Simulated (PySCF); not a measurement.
Ionisation energy of Tb⁴⁸⁺ by level of theory

Tb⁴⁸⁺ [Ne] 3s2 3p5 (2P) → Tb⁴⁹⁺ [Ne] 3s2 3p4 (3P), as a difference of total energies. Computed with PySCF 2.14 in an uncontracted even-tempered set (18 s from 10 bohr⁻², ratio 2.5; 12 p from 14 bohr⁻², ratio 2.5; 4 d from 58 bohr⁻², ratio 2.7; 4 f from 87 bohr⁻², ratio 2.7), with the spin-free X2C one-electron Hamiltonian (Gaussian nucleus). Correlated levels: outer shells: 1s2 frozen; virtual orbitals above 40 to 60 times the deepest correlated orbital energy dropped. The calculations carry no spin-orbit coupling.

```csv
method,ionisation energy (eV)
UHF,4301.1
LDA,4303.1
PBE,4303.8
PBE0,4303.7
r2SCAN,4304.1
PBEsol,4303.0
BHandHLYP,4303.3
MP2 (outer shells),4302.2
SCS-MP2 (outer shells),4302.1
```

Spin-orbit coupling is strong in these open shells (close to jj coupling). The scalar numbers leave it out and a first-order estimate fails, so it can dominate the gap to the real levels.

Breit and QED terms and the two-electron picture change are absent.

For comparison: 4242 ± 4 eV (theoretical estimate listed by NIST; NIST Atomic Spectra Database, ionization energies).
